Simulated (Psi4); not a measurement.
C$_{3}$H$_{7}$O, doublet, at a GFN2-xTB geometry; Psi4 with PBE/def2-SVP.

Input for Psi4:
```
memory 2 GB

molecule {
0 2
O     0.07101639   -0.66456001    0.19109071
C    -0.06692834    0.67303357   -0.09082657
C     1.35818535   -1.19034893    0.02589577
C    -1.44549983    1.21108447   -0.04695723
H     0.68863969    1.12953665   -0.71319426
H     1.29299347   -2.25508650    0.24458366
H     1.71840718   -1.04941663   -1.00022698
H     2.07110162   -0.72074430    0.71400912
H    -1.97038421    1.09659057   -1.00448575
H    -2.01653063    0.67958044    0.71033681
H    -1.42690127    2.27340509    0.19157975
}

set {
  basis def2-svp
  reference uks
  scf_type pk
  puream true
  d_convergence 1e-8
  dft_radial_points 99
  dft_spherical_points 590
}

energy('pbe')
print_variables()
```

Q: Write the output that Psi4 gives for this input, abridged.

A: 
```
   => Loading Basis Set <=

    Name: DEF2-SVP
    Role: ORBITAL
    Keyword: BASIS

         ---------------------------------------------------------
                                   SCF
               by Justin Turney, Rob Parrish, Andy Simmonett
                          and Daniel G. A. Smith
                              UKS Reference
         ---------------------------------------------------------

  ==> Geometry <==

    Molecular point group: c1
    Full point group: C1

    Geometry (in Angstrom), charge = 0, multiplicity = 2:

       Center              X                  Y                   Z               Mass
    ------------   -----------------  -----------------  -----------------  -----------------
         O            0.077026426801    -0.645229562216     0.176700855980    15.994914619570
         C           -0.060918303199     0.692364017784    -0.105216424020    12.000000000000
         C            1.364195386801    -1.171018482216     0.011505915980    12.000000000000
         C           -1.439489793199     1.230414917784    -0.061347084020    12.000000000000
         H            0.694649726801     1.148867097784    -0.727584114020     1.007825032230
         H            1.299003506801    -2.235756052216     0.230193805980     1.007825032230
         H            1.724417216801    -1.030086182216    -1.014616834020     1.007825032230
         H            2.077111656801    -0.701413852216     0.699619265980     1.007825032230
         H           -1.964374173199     1.115921017784    -1.018875604020     1.007825032230
         H           -2.010520593199     0.698910887784     0.695946955980     1.007825032230
         H           -1.420891233199     2.292735537784     0.177189895980     1.007825032230

  Running in c1 symmetry.

  Rotational constants: A =      1.15712  B =      0.13821  C =      0.12973 [cm^-1]
  Rotational constants: A =  34689.48297  B =   4143.30351  C =   3889.32947 [MHz]
  Nuclear repulsion =  125.276416248617366

  Charge       = 0
  Multiplicity = 2
  Electrons    = 33
  Nalpha       = 17
  Nbeta        = 16

  ==> Algorithm <==

  SCF Algorithm Type is PK.
  DIIS enabled.
  MOM disabled.
  Fractional occupation disabled.
  Guess Type is SAD.
  Energy threshold   = 1.00e-06
  Density threshold  = 1.00e-08
  Integral threshold = 1.00e-12

  ==> Primary Basis <==

  Basis Set: DEF2-SVP
    Blend: DEF2-SVP
    Number of shells: 45
    Number of basis functions: 91
    Number of Cartesian functions: 95
    Spherical Harmonics?: true
    Max angular momentum: 2

  ==> DFT Potential <==

   => LibXC <=

    Version 7.1.2
    S. Lehtola, C. Steigemann, M. J. T. Oliveira, and M. A. L. Marques,  SoftwareX 7, 1–5 (2018) (10.1016/j.softx.2017.11.002)

   => Composite Functional: PBE <=

    PBE GGA Exchange-Correlation Functional

    J.P. Perdew et. al., Phys. Rev. Lett., 77(18), 3865-3868, 1996

    Deriv               =              1
    GGA                 =           TRUE
    Meta                =          FALSE

    Exchange Hybrid     =          FALSE
    MP2 Hybrid          =          FALSE

   => Exchange Functionals <=

    1.0000     XC_GGA_X_PBE

   => Correlation Functionals <=

    1.0000     XC_GGA_C_PBE

   => LibXC Density Thresholds  <==

    XC_GGA_C_PBE:  1.00E-12
    XC_GGA_X_PBE:  1.00E-15

   => Molecular Quadrature <=

    Radial Scheme          =       TREUTLER
    Pruning Scheme         =           NONE
    Nuclear Scheme         =       TREUTLER

    Blocking Scheme        =         OCTREE
    BS radius alpha        =              1
    Pruning alpha          =              1
    Radial Points          =             99
    Spherical Points       =            590
    Total Points           =         605886
    Total Blocks           =           4287
    Max Points             =            256
    Max Functions          =             90
    Weights Tolerance      =       1.00E-15

  ==> Integral Setup <==

  Using in-core PK algorithm.
[...]
    Irrep   Nso     Nmo
   -------------------------
     A         91      91
   -------------------------
    Total      91      91
   -------------------------

  ==> Iterations <==

                        Total Energy        Delta E     RMS |[F,P]|

   @UKS iter SAD:  -192.78109128872237   -1.92781e+02   0.00000e+00
   @UKS iter   1:  -192.88006565748887   -9.89744e-02   9.39095e-03 ADIIS/DIIS
   @UKS iter   2:  -192.53262446841350    3.47441e-01   1.22784e-02 ADIIS/DIIS
   @UKS iter   3:  -193.28432001454127   -7.51696e-01   9.61678e-04 ADIIS/DIIS
   @UKS iter   4:  -193.28498986369399   -6.69849e-04   9.75405e-04 ADIIS/DIIS
   @UKS iter   5:  -193.28796403312228   -2.97417e-03   1.98625e-04 ADIIS/DIIS
   @UKS iter   6:  -193.28807110798510   -1.07075e-04   8.50946e-05 DIIS
   @UKS iter   7:  -193.28810015393927   -2.90460e-05   1.40978e-05 DIIS
   @UKS iter   8:  -193.28810104724315   -8.93304e-07   3.10659e-06 DIIS
   @UKS iter   9:  -193.28810108857147   -4.13283e-08   1.59199e-06 DIIS
   @UKS iter  10:  -193.28810109938959   -1.08181e-08   6.43960e-07 DIIS
   @UKS iter  11:  -193.28810110127702   -1.88743e-09   9.83911e-08 DIIS
   @UKS iter  12:  -193.28810110132352   -4.64979e-11   2.08381e-08 DIIS
   @UKS iter  13:  -193.28810110132613   -2.61480e-12   6.07883e-09 DIIS
  Energy and wave function converged.

  ==> Post-Iterations <==

   Electrons on quadrature grid:
      Nalpha   =   17.0000005658 ; deviation = 5.658e-07
      Nbeta    =   16.0000004164 ; deviation = 4.164e-07
      Ntotal   =   33.0000009823 ; deviation = 9.823e-07

   @Spin Contamination Metric:   2.387035010E-03
   @S^2 Expected:                7.500000000E-01
   @S^2 Observed:                7.523870350E-01
   @S   Expected:                5.000000000E-01
   @S   Observed:                5.000000000E-01

    Orbital Energies [Eh]
    ---------------------

    Alpha Occupied:

[...]
    Alpha Virtual:

[...]
    Beta Occupied:

[...]
      16A     -0.254760

    Beta Virtual:

[...]
    Final Occupation by Irrep:
              A
    DOCC [    16 ]
    SOCC [     1 ]
    NA   [    17 ]
    NB   [    16 ]

  @UKS Final Energy:  -193.28810110132613

   => Energetics <=

    Nuclear Repulsion Energy =            125.2764162486173660
    One-Electron Energy =                -509.3427105528497805
    Two-Electron Energy =                 217.9582395423192338
    DFT Exchange-Correlation Energy =     -27.1800463394129501
    Empirical Dispersion Energy =           0.0000000000000000
    VV10 Nonlocal Energy =                  0.0000000000000000
    Total Energy =                       -193.2881011013261343

  UHF NO Occupations:
  HONO-2 :   15  A 1.9997446
  HONO-1 :   16  A 1.9993570
  HONO-0 :   17  A 1.0000000
  LUNO+0 :   18  A 0.0006430
  LUNO+1 :   19  A 0.0002554
  LUNO+2 :   20  A 0.0001351
  LUNO+3 :   21  A 0.0000777

Computation Completed

Properties will be evaluated at   0.000000,   0.000000,   0.000000 [a0]

Properties computed using the SCF density matrix

 Multipole Moments:

 ------------------------------------------------------------------------------------
     Multipole            Electronic (a.u.)      Nuclear  (a.u.)        Total (a.u.)
 ------------------------------------------------------------------------------------

 L = 1.  Multiply by 2.5417464519 to convert [e a0] to [Debye]
 Dipole X            :         -0.0349097            0.3747918            0.3398821
 Dipole Y            :         -1.2256745            1.2054651           -0.0202094
 Dipole Z            :          0.6812176           -0.8973654           -0.2161478
 Magnitude           :                                                    0.4032966

 ------------------------------------------------------------------------------------

  Variable Map:
  ----------------------------------------------------------------------------
[...]
  Array Variable Map:
  ----------------------------------------------------------------------------
[...]
[...]
```
